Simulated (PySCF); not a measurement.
# From computed data to an observable: chemical shift, span and skew from a shielding tensor

(E)-1-bromo-1-chloroprop-1-ene (C3H4BrCl), SMILES C/C=C(\Cl)Br. Atoms are numbered in the order given.

```xyz
9

C     -1.0944    -2.7007     0.0000
C     -1.1259    -1.2051     0.0000
C     -0.0571    -0.3963     0.0000
Cl     1.5841    -0.9658     0.0000
Br    -0.2245     1.4920     0.0000
H     -1.6188    -3.0955    -0.8866
H     -0.0652    -3.0827     0.0000
H     -1.6188    -3.0955     0.8866
H     -2.1032    -0.7134     0.0000
```

Geometry: TPSSh-D3(BJ)/def2-SVP.

GIAO shieldings from KT2/pcSseg-1 (PySCF), non-relativistic, no solvent. The symmetric part of the tensor of C3 has the principal values -12.9, 58.9, 105.7 ppm. The same nucleus in TMS has σ = 185.1 ppm at this level (PySCF, at its B3LYP-D3(BJ)/def2-TZVP geometry). Without spin–orbit terms, shifts of atoms bonded to Cl or Br come out too high.

Question: Work out the isotropic shielding, the ¹³C shift against TMS, the span and the skew.

Answer: 
σ(iso) = (σ11 + σ22 + σ33)/3 = 50.6 ppm. δ = σ(ref) − σ(iso) = 185.1 − (50.6) = 134.5 ppm.
Span Ω = σ33 − σ11 = 118.6 ppm. Skew κ = 3(σ(iso) − σ22)/Ω = -0.21. Tumbling in solution averages the tensor to δ; in a static solid the shielding alone would spread this spin-1/2 line over Ω.
